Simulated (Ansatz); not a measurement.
The same path of AlClFH4NO (9 atoms, charge 0, multiplicity 1) was run twice with different band settings. Lost on the way: O7–H9. Made: N2–H9.

Theory: RKS PBE0/def2-SVP (Ansatz 0.2.0).

Relaxed end points:

```xyz
9
Properties=species:S:1:pos:R:3
Al -0.084 0.170 0.282
N -0.047 -0.060 2.086
H -0.725 -0.673 2.532
H 0.846 -0.195 2.556
F 1.361 0.207 -0.549
Cl -1.802 -0.520 -0.752
O -0.546 2.044 0.624
H -1.407 2.364 0.324
H -0.593 1.821 1.589
```

```xyz
9
Properties=species:S:1:pos:R:3
Al -0.306 0.547 0.146
N -0.107 0.124 2.089
H -0.731 -0.626 2.387
H 0.853 -0.144 2.310
F 1.257 0.251 -0.385
Cl -1.725 -0.895 -0.518
O -0.813 2.168 0.376
H -1.086 2.761 -0.323
H -0.339 0.973 2.609
```

Common settings: spring 5.0 eV/Å²; optimiser quadratic models (default); start path through a guess of the saddle point; force threshold 0.05 eV/Å; iteration limit 60; end points relaxed.

| run | movable images | climbing image |
| --- | --- | --- |
| 1 | 9 | yes |
| 2 | 6 | no |

What does each run give, and how far can it be trusted?

Run 1: converged after 14 iterations, highest image 0.062 eV above the first end. A vibrational analysis at the climbing image gives one clearly imaginary mode, 691i cm⁻¹: a first-order saddle point.
Run 2: converged after 11 iterations, highest image 0.030 eV above the first end. No image climbed, so the highest image needn't sit at the top of the path.
The orbitals stay closed-shell, which can raise the energy where a bond breaks towards radicals; this wasn't checked here.
